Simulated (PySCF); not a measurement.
Method used: core-valence-separated Tamm–Dancoff BHandHLYP/aug-pcX-1 (pcseg-1 on H, def2-SVPD on Si, def2-SVPD on Ge) in PySCF, non-relativistic, gas phase, PBE0-D3(BJ)/def2-SVP geometry. BHandHLYP without relativity tends to put these K edges a few eV too low, so spacings mean more than positions.

Main lines of an unknown, eV (oscillator strength): C K: 285.1 (0.006), 285.5 (0.021), 285.6 (0.026), 285.9 (0.020), 286.0 (0.063); N K: 398.8 (0.007), 399.9 (0.033), 400.6 (0.017), 400.8 (0.023), 401.1 (0.004). Listed: the first five lines at most of each edge with a tenth or more of its strongest line's intensity; roots within 0.03 eV on the same or equivalent atoms are summed. Only the lowest roots were sought, and the top ones are left out.

Question: Which candidate gives them?
A. `[CH3][GeH2][CH2][SiH2]N`
B. `CN(C)[SiH2][GeH3]`
C. `C[SiH](C)[NH][GeH3]`
D. `C[CH2][GeH2][NH][SiH3]`

Answer: A. 

- `[CH3][GeH2][CH2][SiH2]N`: C K: 285.1 (0.006), 285.5 (0.021), 285.6 (0.026), 285.9 (0.020), 286.0 (0.063); N K: 398.8 (0.007), 399.9 (0.033), 400.6 (0.017), 400.8 (0.023), 401.1 (0.004). First C line listed at 285.1 eV, hole on the sp3 carbon bound to silicon; first N line listed at 398.8 eV, hole on the silicon-bound nitrogen.
- `C[SiH](C)[NH][GeH3]`: C K: 285.6 (0.026), 285.8 (0.060), 285.8 (0.032), 286.8 (0.007); N K: 398.7 (0.007), 399.5 (0.032), 400.5 (0.012), 400.6 (0.013), 400.8 (0.005). First C line listed at 285.6 eV, hole on the Si-methyl carbon; first N line listed at 398.7 eV, hole on the silicon-bound nitrogen.
- `CN(C)[SiH2][GeH3]`: C K: 286.2 (0.026), 286.8 (0.051), 287.0 (0.058), 287.1 (0.043); N K: 399.7 (0.011), 400.7 (0.006), 400.7 (0.002), 401.0 (0.007), 401.3 (0.006). First C line listed at 286.2 eV, hole on the N-methyl carbon; first N line listed at 399.7 eV, hole on the silicon-bound nitrogen.
- `C[CH2][GeH2][NH][SiH3]`: C K: 285.4 (0.007), 285.5 (0.010), 285.9 (0.028), 286.0 (0.028), 286.1 (0.031); N K: 399.8 (0.028), 400.3 (0.034), 400.5 (0.017), 400.8 (0.005), 401.0 (0.004). First C line listed at 285.4 eV, hole on the methyl carbon; first N line listed at 399.8 eV, hole on the silicon-bound nitrogen.

One conformer each; other structures than these candidates weren't tested.

The values belong to the conformer `[CH3:1][GeH2:2][CH2:3][SiH2:4][NH2:5]`: C1–Ge2–C3–Si4 62°, Ge2–C3–Si4–N5 53°, H–N5–Si4–C3 72°, H–N5–Si4–C3 -68°.
